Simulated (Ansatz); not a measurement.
A nudged elastic band was laid between two geometries of AlHIO (4 atoms, charge 0, multiplicity 2).

These are results of UHF/def2-SVP in Ansatz 0.2.0, not measurements.

| Item | Value |
| --- | --- |
| movable images | 7 |
| climbing image | yes |
| spring | 5.0 eV/Å² |
| optimiser | quadratic models (default) |
| start path | through a guess of the saddle point |
| force threshold | 0.05 eV/Å |
| iteration limit | 60 |
| end points | relaxed |

First end point:

```xyz
4
Properties=species:S:1:pos:R:3
O -1.050 0.525 -0.323
Al -0.290 -0.365 0.882
I 2.128 -1.034 0.597
H -0.788 0.874 -1.157
```

Last end point:

```xyz
4
Properties=species:S:1:pos:R:3
O -1.526 0.044 0.902
Al -0.132 0.111 -0.127
I 1.894 -1.016 0.713
H -0.236 0.861 -1.488
```

(1) Which bonds break or form, and what moves?

(2) What energy profile does the band end with?

(3) What is the geometry of the highest image?

Results:

(1) Bonds broken: O1–H4. Bonds formed: Al2–H4.

(2) The forces met the threshold. The highest image is number 6 of 0 to 8, 297.0 kJ/mol above the first end and 194.6 kJ/mol above the last; the last end lies 102.4 kJ/mol above the first. Neighbouring images differ by up to 2.0 eV, so the band resolves the path poorly. A vibrational analysis at the climbing image gives one clearly imaginary mode, 1973i cm⁻¹: a first-order saddle point.

```json
{"image": "0", "path coordinate (Å)": "0.00", "energy (kJ/mol)": "0.0", "O1–H4 (Å)": "0.94", "Al2–H4 (Å)": "2.44"}
{"image": "1", "path coordinate (Å)": "0.39", "energy (kJ/mol)": "3.6", "O1–H4 (Å)": "0.94", "Al2–H4 (Å)": "2.57"}
{"image": "2", "path coordinate (Å)": "0.79", "energy (kJ/mol)": "5.3", "O1–H4 (Å)": "0.94", "Al2–H4 (Å)": "2.54"}
{"image": "3", "path coordinate (Å)": "1.18", "energy (kJ/mol)": "6.4", "O1–H4 (Å)": "0.94", "Al2–H4 (Å)": "2.34"}
{"image": "4", "path coordinate (Å)": "1.58", "energy (kJ/mol)": "30.6", "O1–H4 (Å)": "0.95", "Al2–H4 (Å)": "2.11"}
{"image": "5", "path coordinate (Å)": "1.97", "energy (kJ/mol)": "104.9", "O1–H4 (Å)": "1.01", "Al2–H4 (Å)": "1.80"}
{"image": "6", "path coordinate (Å)": "2.36", "energy (kJ/mol)": "297.0", "O1–H4 (Å)": "1.49", "Al2–H4 (Å)": "1.66"}
{"image": "7", "path coordinate (Å)": "2.96", "energy (kJ/mol)": "159.5", "O1–H4 (Å)": "2.21", "Al2–H4 (Å)": "1.56"}
{"image": "8", "path coordinate (Å)": "3.55", "energy (kJ/mol)": "102.4", "O1–H4 (Å)": "2.84", "Al2–H4 (Å)": "1.56"}
```

(3) 
```xyz
4
Properties=species:S:1:pos:R:3:forces:R:3
O -1.409 0.347 0.251 -0.01 0.00 0.00
Al 0.204 -0.005 -0.126 0.01 0.00 0.00
I 2.089 -1.191 0.921 0.00 0.00 0.00
H -0.885 0.849 -1.046 0.00 0.00 0.00
```

Run time: 2.4 min on 1 thread of Intel(R) Xeon(R) Platinum 8488C (Sapphire Rapids), on a shared host, peak memory 0.21 GiB.
